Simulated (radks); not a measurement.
Task: Numerical settings for neutral silicon, [Ne] 3s2 3p2. All-electron calculation, scalar-relativistic Kohn-Sham, r2SCAN, spin-unpolarised, spherical densities, finite nucleus; meta-GGA in the generalised Kohn-Sham scheme; Fermi nuclear charge, rms radius 3.1224 fm. Program: a radial shooting solver on a logarithmic mesh with Libxc functionals. The defaults (mesh step 0.008 in ln r, mesh end at 40 bohr or more with all orbitals vanishing there, Anderson mixing 0.5 over 9 steps, residual threshold near 1e-9 with the energy settled to 1e-9 hartree or 1e-11 of itself, here a cap of 55 iterations) give E = -289.942 hartree and 3p at -4.106 eV in 12 iterations. Run on one thread of a shared host, so times are rough (Arm Neoverse N1): 0.09 s of CPU time, 0.09 s wall, 12 iterations on 2309 mesh points. One setting is changed at a time: mesh step in ln r 0.012; mesh step in ln r 0.03; mesh step in ln r 0.003; mesh end (bohr) 3; mesh end (bohr) 20; residual threshold 1e-13; residual threshold 0.01; mixing 2.5; linear mixing, mixing 0.5; linear mixing, mixing 0.8; mixing history 2; iteration cap 3. Which runs fail to converge, and which converge to a wrong energy?

Result: Not converged within the cap: residual threshold 1e-13; linear mixing, mixing 0.5; linear mixing, mixing 0.8; iteration cap 3. Settled on a wrong energy, with an occupied level pushed above zero by the early mesh end: mesh end (bohr) 3 (+1.41 hartree). Apart from these: no run marked as converged misses the energy by more than 1 mhartree.
